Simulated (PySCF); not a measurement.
**Orbital energies, ionisation energy and electron affinity**

Compound: Cl2Ga2H6SSi.
Z-matrix (Å and degrees, PBE0-D3(BJ)/def2-SVP geometry), rows numbered from 1:
```
Si
S   1  2.1504
Ga  2  2.2116  1   97.45
Cl  3  2.3385  2  103.77  1  -178.47
Ga  4  2.3954  3   90.42  2   104.95
Cl  3  2.3699  2  107.61  1   -83.66
H   1  1.4951  2  111.23  3   -50.07
H   1  1.4899  2  106.80  3  -169.80
H   1  1.4940  2  111.41  3    70.65
H   3  1.5515  2  129.28  1    47.70
H   5  1.5513  4  105.57  3  -103.72
H   5  1.5531  4  105.51  3   109.64
```

Level: CAM-B3LYP/def2-SVPD (PySCF). Frontier orbitals with their largest atomic shares (Löwdin; up to four atoms above 4 %):

```csv
orbital,ε (eV),main atoms
HOMO−3,-10.81,"Cl4 20 %, S2 20 %, Si1 14 %, Cl6 12 %"
HOMO−2,-10.34,"Ga5 20 %, S2 20 %, H11 15 %, H12 14 %"
HOMO−1,-9.79,"S2 38 %, Ga3 13 %, Cl6 10 %, H10 8 %"
HOMO,-8.76,?
LUMO,-0.29,"Ga5 25 %, Ga3 18 %, Cl4 13 %, Cl6 13 %"
LUMO+1,0.07,"Ga5 23 %, Cl4 17 %, Cl6 16 %, Ga3 16 %"
LUMO+2,0.39,"S2 17 %, Ga3 16 %, Ga5 15 %, Cl4 11 %"
```

What vertical ionisation energy does ΔSCF give, and how far is −ε(HOMO) from it?

ΔSCF: 9.42 eV (909 kJ/mol; threshold wavelength 132 nm); ⟨S²⟩ of the doublet left behind is 0.755, against 0.75 for a pure doublet. −ε(HOMO) is 8.76 eV, 0.66 eV below it. For the exact functional −ε(HOMO) would equal the first vertical ionisation energy; CAM-B3LYP (range-separated hybrid) falls short of its own ΔSCF value by 7 %.

On which atoms does the HOMO lie?

S2 (sulfur bonded to Ga and Si) 72 %, Si1 (SiH3 silicon) 11 %, Ga3 (gallium bonded to 2 Cl, S and H) 7 %, so more than half of it is on one atom. The HOMO−1 lies 1.03 eV lower.

And the vertical electron affinity, the fundamental gap, Mulliken's electronegativity and the hardness (with the factor ½)?

EA = -0.29 eV by ΔSCF (−ε(LUMO) = 0.29 eV); a negative value means that the added electron isn't bound at this geometry and level, and the number then depends on the basis. IE − EA = 9.71 eV against an orbital gap of 8.47 eV; (IE + EA)/2 = 4.57 eV; (IE − EA)/2 = 4.85 eV. Parr's electrophilicity index (IE + EA)²/[8(IE − EA)] is 1.07 eV.

What kinetic energy would electrons from this vertical process carry with He II light (40.814 eV)?

40.81 − 9.42 = 31.39 eV.

With α = 133.5 au, estimate the like-pair dispersion coefficient by London's formula C6 = (3/4)α²I.

I = 0.3461 Eh, so C6 ≈ 4630 au, a rough estimate.

Geometry: PBE0-D3(BJ)/def2-SVP, one conformer, isolated molecule. The calculation is non-relativistic, for gallium too.
